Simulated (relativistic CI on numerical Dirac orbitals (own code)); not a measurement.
**Mo3+ (4d3) in a crystal field**

Calculated by Dirac-Coulomb-Breit CI, orbitals from a KLI potential per configuration, model QED (radiative potential, 1s self-energy scaled to tabulated hydrogen-like ionisation energies), valence Slater integrals scaled by 0.7, one configuration in a parametric crystal field (own radial code).

Field parameters in Wybourne normalisation: D3d B²₀ = −7Dσ, B⁴₀ = −14Dq − 21Dτ, B⁴₃ = −14√(10/7) Dq; D4h B²₀ = −7Ds, B⁴₀ = 21(Dq − Dt), B⁴₄ = 21√(5/14) Dq; Oh B⁴₀ = 21Dq, B⁴₄ = √(5/14) B⁴₀; Td as Oh with Dq negative (B⁴₀ = 21Dq, B⁴₄ = √(5/14) B⁴₀). The field is a parameter set, without covalency.

S is read from ⟨S²⟩ = S(S + 1).

Powder χT (cm³ K mol⁻¹) by Van Vleck's formula, with temperature-independent terms:

```tsv
Field	2 K	5 K	10 K	20 K	50 K	100 K	200 K	300 K
D3d, 10Dq = 18050, Dσ = 460, Dτ = 260 cm⁻¹	1.42	1.61	1.66	1.67	1.68	1.68	1.7	1.71
D4h, 10Dq = 33450, Ds = 2340, Dt = -400 cm⁻¹	1.27	1.53	1.68	1.73	1.75	1.76	1.77	1.77
D4h, 10Dq = 44250, Ds = 650, Dt = -590 cm⁻¹	1.72	1.78	1.79	1.79	1.79	1.8	1.8	1.81
Oh, 10Dq = 11100 cm⁻¹	1.54	1.54	1.54	1.54	1.55	1.56	1.57	1.59
Oh, 10Dq = 23800 cm⁻¹	1.71	1.71	1.72	1.72	1.72	1.72	1.73	1.74
Oh, 10Dq = 32700 cm⁻¹	1.76	1.76	1.76	1.76	1.76	1.76	1.77	1.78
Td, 10Dq = -8200 cm⁻¹	0.287	0.291	0.297	0.309	0.347	0.408	0.528	0.649
Td, 10Dq = -14250 cm⁻¹	0.329	0.329	0.331	0.333	0.341	0.355	0.381	0.408
```

(1) For Td, 10Dq = -14250 cm⁻¹: what effective moment follows at 300 K?

Results:

(1) μ_eff = √(8χT) = 1.81 μB. The ground level has S = 0.64; the spin-only moment for S = 1/2 is 1.73 μB. The difference comes from the orbital moment, spin-orbit mixing of terms and temperature-independent paramagnetism, all larger in this ionic model than in covalent complexes.
